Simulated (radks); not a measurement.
Task: All-electron atom: Zr2+ in [Kr] 4d2. All-electron calculation, scalar-relativistic Kohn-Sham, LDA (Slater exchange, Perdew-Wang correlation), spin-polarised, spherical densities, finite nucleus; open shells are filled with parallel spins first (spin-orbit coupling, left out, can overturn this in heavy ions); Fermi nuclear charge, rms radius 4.2694 fm. Program: a radial shooting solver on a logarithmic mesh with Libxc functionals. Some entries of the table are withheld. Estimate them.

orbital,occ.,eigenvalue (Ry),<r^2> (bohr^2),<r> (bohr)
1s down,1,-1309.258,0.001857,0.03711
1s up,1,-1309.258,0.001857,0.03711
2s up,1,-182.3804,0.03124,0.1628
2s down,1,-182.3682,0.03124,0.1628
2p up,3,-162.8884,0.02458,0.1418
2p down,3,-162.8791,0.02458,0.1418
3s up,1,-30.74300,0.2421,0.4594
3s down,1,-30.73418,0.2420,0.4594
3p up,3,-24.39383,0.2497,0.4628
3p down,3,-24.38423,0.2496,0.4627
3d up,5,-13.93650,0.2482,0.4529
3d down,5,-13.92331,0.2480,0.4527
4s up,1,-5.11002,1.669,1.213
4s down,1,-5.03497,1.656,1.208
4p up,3,(1),(2),1.366
4p down,3,(3),(4),1.359
4d up,2,-1.32733,4.745,2.000
4d down,0,-1.22940,4.847,2.015

Result: 
(1) 4p up eigenvalue (Ry): -3.49386
(2) 4p up <r^2> (bohr^2): 2.139
(3) 4p down eigenvalue (Ry): -3.40903
(4) 4p down <r^2> (bohr^2): 2.120
